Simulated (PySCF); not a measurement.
C4H10Si, SMILES C1CC[SiH2]C1. Atoms are numbered in the order given.

```xyz
15

C     -0.2701    -0.7207     1.3166
C      0.2701     0.7207     1.3166
C     -0.1363     1.4039    -0.0098
Si     0.0000     0.0000    -1.2945
C      0.1363    -1.4039    -0.0098
H      0.0862    -1.2832     2.1958
H     -1.3723    -0.6888     1.3906
H     -0.0862     1.2832     2.1958
H      1.3723     0.6888     1.3906
H     -1.1862     1.7403     0.0416
H      0.4739     2.2917    -0.2346
H     -1.2040    -0.1029    -2.1730
H      1.2040     0.1029    -2.1730
H      1.1862    -1.7403     0.0416
H     -0.4739    -2.2917    -0.2346
```

Geometry optimised at B3LYP-D3(BJ)/def2-SVP. One conformer was computed; it need not be the lowest.

Two levels are set side by side: PBE/pcSseg-1 (PySCF) and B3LYP/pcSseg-1 (PySCF). GIAO shifts against TMS (²⁹Si), TMS (¹H), TMS (¹³C) at the same level; non-relativistic, no solvent, atoms listed together averaged. Differences are taken from unrounded values.

| quantity | B3LYP | PBE | PBE minus B3LYP |
|---|---|---|---|
| δ(¹³C) of C1, C2 (ppm) | 34.7 | 35.5 | 0.8 |
| δ(¹³C) of C3, C5 (ppm) | 12.3 | 12.9 | 0.6 |
| δ(²⁹Si) of Si4 (ppm) | -27.3 | -28.2 | -1.0 |
| δ(¹H) of H12, H13 (ppm) | 4.31 | 4.48 | 0.17 |

Rough cost on one machine, each run with all the roots and properties that it gave: B3LYP against PBE within a factor of 2.
